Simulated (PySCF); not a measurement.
C$_{2}$H$_{6}$ClGa, triplet, geometry from GFN2-xTB (such geometries of metal compounds can be far from the true shape) (a higher spin typed on purpose: for a closed-shell molecule this is an excited state), with bond 10-1 at 1.3 times its length; PBE0/6-31G* in PySCF.

PySCF was given this input:
```python
from pyscf import gto, scf, dft

mol = gto.M(
    atom='''
Ga   -0.23012450    0.22160435    0.51911903
C    -1.81614186   -0.92164488   -0.71698290
H    -1.33738187   -1.16695931   -1.65567350
H    -2.69517065   -0.30122640   -0.82458024
H    -1.98123842   -1.79145481   -0.09160707
C    -0.39486748    1.73205487   -1.22507154
H    -0.12481540    1.18943598   -2.12107453
H     0.35198446    2.46260188   -0.93669328
H    -1.39880982    2.13337926   -1.24387166
Cl    2.17850509   -1.15679675    0.03032771
''',
    basis='6-31g*',
    spin=2,
    verbose=4,
)

mf = dft.UKS(mol)
mf.xc = 'pbe0'
mf.diis = False
mf.max_cycle = 100
mf.kernel()
mf.analyze()
```

What the program printed (banner, timings and long lists left out):

```
PySCF version 2.14.0

[INPUT] verbose = 4
[INPUT] num. atoms = 10
[INPUT] num. electrons = 66
[INPUT] charge = 0
[INPUT] spin (= nelec alpha-beta = 2S) = 2
[INPUT] symmetry False subgroup None
[INPUT] Mole.unit = angstrom
[INPUT] Symbol           X                Y                Z      unit          X                Y                Z       unit  Magmom
[...]
nuclear repulsion = 290.856742017878
number of shells = 44
number of NR pGTOs = 224
number of NR cGTOs = 90
basis = 6-31g*
ecp = {}

******** <class 'pyscf.dft.uks.UKS'> ********
method = UKS
initial guess = minao
damping factor = 0
level_shift factor = 0
DIIS disabled
SCF conv_tol = 1e-09
SCF conv_tol_grad = None
SCF max_cycles = 100
direct_scf = True
direct_scf_tol = 1e-13
number electrons alpha = 34  beta = 32
XC library pyscf.dft.libxc version 7.1.2
    S. Lehtola, C. Steigemann, M. J. T. Oliveira, and M. A. L. Marques,  SoftwareX 7, 1–5 (2018)
XC functionals = pbe0
    C. Adamo and V. Barone,  J. Chem. Phys. 110, 6158 (1999)
    M. Ernzerhof and G. E. Scuseria,  J. Chem. Phys. 110, 5029 (1999)
radial grids:
    Treutler-Ahlrichs [JCP 102, 346 (1995); DOI:10.1063/1.469408] (M4) radial grids

becke partition: Becke, JCP 88, 2547 (1988); DOI:10.1063/1.454033
pruning grids: <function nwchem_prune>
grids dens level: 3
symmetrized grids: False
atomic radii adjust function: <function treutler_atomic_radii_adjust>
small_rho_cutoff = 0
Set gradient conv threshold to 3.16228e-05
tot grids = 126872
init E= -2463.14176829667

cycle= 1 E= -2463.88624511149  delta_E= -0.744  |g|= 0.422  |ddm|= 1.76
cycle= 2 E= -2462.56195521405  delta_E= 1.32  |g|= 1.26  |ddm|=    2

cycle= 3 E= -2459.84682754376  delta_E= 2.72  |g|= 2.24  |ddm|= 5.82

cycle= 4 E= -2445.5597161572  delta_E= 14.3  |g|= 3.24  |ddm|= 9.15

cycle= 5 E= -2309.92469671818  delta_E=  136  |g|= 6.14  |ddm|= 26.7

cycle= 6 E= -2221.48932373872  delta_E= 88.4  |g|= 7.59  |ddm|= 28.8
cycle= 7 E= -2158.43748456032  delta_E= 63.1  |g|= 5.62  |ddm|= 48.9
cycle= 8 E= -2209.19929229909  delta_E= -50.8  |g|= 6.04  |ddm|= 48.9
cycle= 9 E= -2161.19648184778  delta_E=   48  |g|= 5.72  |ddm|= 46.8

cycle= 10 E= -2206.44798963752  delta_E= -45.3  |g|= 5.98  |ddm|= 46.8

cycle= 11 E= -2163.45317515538  delta_E=   43  |g|= 5.81  |ddm|=   46

cycle= 12 E= -2202.97172547358  delta_E= -39.5  |g|= 5.68  |ddm|= 46.1

cycle= 13 E= -2166.1309441181  delta_E= 36.8  |g|= 5.85  |ddm|= 44.8

cycle= 14 E= -2196.08726913427  delta_E=  -30  |g|= 5.33  |ddm|= 44.9

[...]
SCF not converged.
Total Energy =                       -2192.626562628207466
[...]
spin_pop of  5 C 2py       0.00399
spin_pop of  5 C 2pz       0.00603
spin_pop of  5 C 3px       0.08494
spin_pop of  5 C 3py       0.00221
spin_pop of  5 C 3pz       0.08816
spin_pop of  5 C 3dxy      0.16741
spin_pop of  5 C 3dyz      0.00560
spin_pop of  5 C 3dz^2     0.00882
spin_pop of  5 C 3dxz      0.04425
spin_pop of  5 C 3dx2-y2    0.02023
spin_pop of  6 H 1s        0.00643
spin_pop of  6 H 2s        0.00043
spin_pop of  7 H 1s        0.44009
spin_pop of  7 H 2s        0.03134
spin_pop of  8 H 1s        0.29972
spin_pop of  8 H 2s        0.02733
spin_pop of  9 Cl 1s        0.00000
spin_pop of  9 Cl 2s        0.00000
spin_pop of  9 Cl 3s        0.00001
spin_pop of  9 Cl 4s        0.00007
spin_pop of  9 Cl 2px       0.00000
spin_pop of  9 Cl 2py       0.00000
spin_pop of  9 Cl 2pz       0.00000
spin_pop of  9 Cl 3px       0.00014
spin_pop of  9 Cl 3py       0.00023
spin_pop of  9 Cl 3pz       0.00049
spin_pop of  9 Cl 4px       0.00000
spin_pop of  9 Cl 4py       0.00040
spin_pop of  9 Cl 4pz       0.00005
spin_pop of  9 Cl 3dxy      0.00001
spin_pop of  9 Cl 3dyz      0.00000
spin_pop of  9 Cl 3dz^2     0.00000
spin_pop of  9 Cl 3dxz      0.00001
spin_pop of  9 Cl 3dx2-y2    0.00000
 ** Mulliken Spin Density (per atom)  **
spin density of  0 Ga =      0.67281
spin density of  1 C =      0.01788
spin density of  2 H =      0.00037
spin density of  3 H =      0.00096
spin density of  4 H =      0.00004
spin density of  5 C =      0.50121
spin density of  6 H =      0.00686
spin density of  7 H =      0.47142
spin density of  8 H =      0.32705
spin density of  9 Cl =      0.00141
 ** Mulliken pop alpha/beta on meta-lowdin orthogonal AOs **
 ** Mulliken pop       alpha | beta **
In total            34.00000 | 32.00000
 ** Mulliken atomic charges   ( Nelec_alpha | Nelec_beta ) **
charge of  0Ga =    -17.98668  (    24.82975     24.15694 )
charge of  1C =      3.79863  (     1.10962      1.09174 )
charge of  2H =      0.99075  (     0.00481      0.00444 )
charge of  3H =      0.99261  (     0.00418      0.00322 )
charge of  4H =      0.98867  (     0.00569      0.00564 )
charge of  5C =     -5.43693  (     5.96907      5.46786 )
charge of  6H =      0.90658  (     0.05014      0.04328 )
charge of  7H =      0.34807  (     0.56168      0.09025 )
charge of  8H =      0.51280  (     0.40712      0.08008 )
charge of  9Cl =     14.88551  (     1.05795      1.05654 )
Dipole moment(X, Y, Z, Debye): 125.68522, -171.32122, -64.07954
```

Convergence was not reached.
